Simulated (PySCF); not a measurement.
Orbital picture of NiH

PW91 at R = 1.474 Å; Ni def2-TZVPPD, H def2-TZVPPD; no relativity (PySCF 2.14). State: ²Δ (doublet), unpaired electrons δ ↑. Only the outer orbitals are listed, counted within each symmetry.

| spin | orbital | occ. | ε (eV) | on Ni (%) | main shells (%) |
| --- | --- | --- | --- | --- | --- |
| α | 6σ | 1 | -8.07 | 63 | 38 Ni d, 37 H s, 21 Ni s |
| α | 1δ | 1 | -7.54 | 100 | 100 Ni d |
| α | 1δ | 1 | -6.37 | 100 | 100 Ni d |
| α | 3π | 1 | -6.04 | 100 | 100 Ni d |
| α | 3π | 1 | -6.04 | 100 | 100 Ni d |
| α | 7σ | 1 | -5.40 | 96 | 53 Ni d, 42 Ni s |
| α | 8σ | 0 | -2.90 | 81 | 40 Ni p, 35 Ni s, 20 H s |
| α | 4π | 0 | -0.92 | 99 | 98 Ni p |
| α | 4π | 0 | -0.92 | 99 | 98 Ni p |
| β | 6σ | 1 | -7.87 | 56 | 44 H s, 27 Ni d, 24 Ni s |
| β | 1δ | 1 | -5.98 | 100 | 100 Ni d |
| β | 3π | 1 | -5.42 | 100 | 100 Ni d |
| β | 3π | 1 | -5.42 | 100 | 100 Ni d |
| β | 7σ | 1 | -4.86 | 99 | 59 Ni d, 40 Ni s |
| β | 1δ | 0 | -4.84 | 100 | 100 Ni d |
| β | 8σ | 0 | -2.78 | 82 | 41 Ni p, 33 Ni s, 18 H s |
| β | 4π | 0 | -0.86 | 99 | 98 Ni p |

Which are the highest filled and the lowest empty level, where do they sit, and how wide is the gap?

Highest filled β 7σ at -4.86 eV (in %: 59 Ni d, 40 Ni s); lowest empty β 1δ at -4.84 eV (in %: 100 Ni d); the gap at PW91 is 0.02 eV.

```
bond order (Mayer)                              : 0.96
⟨S²⟩                                            : 0.757
charge on Ni (Mulliken, basis-dependent)        : -0.14
charge on Ni (Löwdin, basis-dependent)          : 0.25
dipole moment (positive dipole means Ni(−)H(+)) : -2.16 D
```

The state is the lowest single determinant that the PBE0 search found; with open d or f shells the true ground state can be another one.
